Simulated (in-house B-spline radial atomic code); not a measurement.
Results of a calculation; reference values are marked as such.
# Softness against transferability: the 3d channel of Mn

Mn, [Ar] 3d5 4s2, non-relativistic PBE, spherical and spin-unpolarised, from an all-electron radial atomic-structure program (B-spline basis) (atomic units). The all-electron 3d level is ε = -0.257602 hartree and its outer maximum at 0.75 bohr.

Troullier-Martins pseudo-orbitals are made for several radii. The cutoffs (hartree) are the plane-wave energies beyond which the orbital holds less than the named kinetic energy per electron. The phase error is the difference, pseudo minus all-electron, of arctan(R P'/P) at R = 3.47 bohr for all radii, half a hartree below and above the level.

| r_c (bohr) | V_l(0) (hartree) | cutoff for 10 mEh | for 1 mEh | for 0.1 mEh | phase error at ε − 0.5 (mrad) | at ε + 0.5 (mrad) |
| --- | --- | --- | --- | --- | --- | --- |
| 1.7 | -15.96 | 33.6 | 40.9 | 63.6 | +0.1 | +35.4 |
| 1.97 | -12.98 | 27.1 | 33 | 52.4 | +0.3 | +71.2 |
| 2.26 | -10.68 | 21.8 | 26.8 | 42.7 | +0.8 | +126.7 |
| 2.56 | -8.94 | 18 | 22 | 34.9 | +1.8 | +199.5 |
| 2.85 | -7.66 | 15.2 | 18.5 | 29.2 | +3.7 | +279.5 |
| 3.17 | -6.56 | 12.9 | 15.7 | 24.2 | +7.8 | +371.2 |

Problem. Which radius needs the lowest cutoff for 0.1 mEh while both phase errors stay within 199.6 mrad?

Solution. The radii within that limit are 1.7, 1.97, 2.26, 2.56 bohr; of these r_c = 2.56 needs the least, 34.9 hartree, that is 69.8 Ry or 950 eV.

Problem. What does the larger radius buy, and what does it cost?

Solution. From r_c = 1.7 to 3.17 bohr the cutoff for 1 mEh goes from 40.9 to 15.7 hartree, a factor of 2.61, against 3.48 for a pure 1/r_c² scaling, end to end; step by step it is 40.9, 33, 26.8, 22, 18.5, 15.7, and for 0.1 mEh 63.6, 52.4, 42.7, 34.9, 29.2, 24.2; the number of plane waves goes as the cutoff to the power 3/2, here a factor of 4.2. The larger of the two phase errors is least at r_c = 1.7 bohr, 35.4 mrad; it is 35.4 at the smallest radius and 371.2 at the largest. These errors test the reference atom alone. Large radii also let the cores of neighbours overlap, which an atom doesn't show.
